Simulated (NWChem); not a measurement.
Molecule: C$_{2}$H$_{3}$BO; SMILES C#CBO

```xyz
7

B      0.5143    -0.6690     0.0000
C      0.0842     0.8011     0.0000
C     -0.2037     1.9840     0.0000
H     -0.4663     3.0270     0.0000
H      1.6922    -0.9580     0.0000
O     -0.4316    -1.6310     0.0000
H     -0.0568    -2.5174     0.0000
```
Atoms are numbered in this order, from 1.

Results from NWChem. Geometry: optimised at PBE0/def2-SVP. Atomic charges in e: unrestrained fits to the electrostatic potential beside Mulliken populations; buried atoms are poorly determined by the fit.

Question: What does the run give for B3LYP/def2-SVP? Quantities: ESP B1; Mulliken B1; ESP C2; Mulliken C2; ESP C3; Mulliken C3; ESP O6; Mulliken O6; relative RMS misfit of the potential (%).

Answer: 
```json
{
 "ESP B1": "0.54",
 "Mulliken B1": "-0.07",
 "ESP C2": "-0.16",
 "Mulliken C2": "0.15",
 "ESP C3": "-0.28",
 "Mulliken C3": "-0.13",
 "ESP O6": "-0.55",
 "Mulliken O6": "-0.07",
 "relative RMS misfit of the potential (%)": "25"
}
```
